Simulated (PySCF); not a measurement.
# Radial density of Ga³⁺ (gallium, charge +3)

UHF, [Ar] 3d10, closed-shell 1S. Computed with PySCF 2.14 in aug-cc-pVTZ-PP with one added diffuse shell each of s, d, f type with ECP10MDF (7s5p5d3f, 68 functions), with scalar relativity through the core potential. This is the valence pseudo-density: the core potential removes the inner electrons and smooths the orbitals near the nucleus.

```json
{"r (bohr)": "0.00247", "4πr²ρ (e/bohr)": "2.557e-05"}
{"r (bohr)": "0.00415", "4πr²ρ (e/bohr)": "6.946e-05"}
{"r (bohr)": "0.00698", "4πr²ρ (e/bohr)": "0.0001780"}
{"r (bohr)": "0.0117", "4πr²ρ (e/bohr)": "0.0004176"}
{"r (bohr)": "0.0197", "4πr²ρ (e/bohr)": "0.0009323"}
{"r (bohr)": "0.0332", "4πr²ρ (e/bohr)": "0.002467"}
{"r (bohr)": "0.0558", "4πr²ρ (e/bohr)": "0.01622"}
{"r (bohr)": "0.0939", "4πr²ρ (e/bohr)": "0.1726"}
{"r (bohr)": "0.158", "4πr²ρ (e/bohr)": "1.427"}
{"r (bohr)": "0.266", "4πr²ρ (e/bohr)": "7.767"}
{"r (bohr)": "0.447", "4πr²ρ (e/bohr)": "23.76"}
{"r (bohr)": "0.752", "4πr²ρ (e/bohr)": "20.61"}
{"r (bohr)": "1.26", "4πr²ρ (e/bohr)": "4.433"}
{"r (bohr)": "2.13", "4πr²ρ (e/bohr)": "0.2764"}
{"r (bohr)": "3.58", "4πr²ρ (e/bohr)": "0.002583"}
```

Energies and moments cover only the electrons outside the core potential.
